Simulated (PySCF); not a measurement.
A structure optimised at PBE-D3(BJ)/def2-TZVPD, used in a PySCF frequency run:

```
Si
O 1 1.5451
H 1 1.5441 2 117.43
```
Charge 0, spin multiplicity 2.

Task: Write its SMILES, formula and point group.

Result: O=[SiH], HOSi, Cs

Task: What are its rotational constants (standard atomic weights)?

Result: 292.26, 19.401, 18.193 GHz
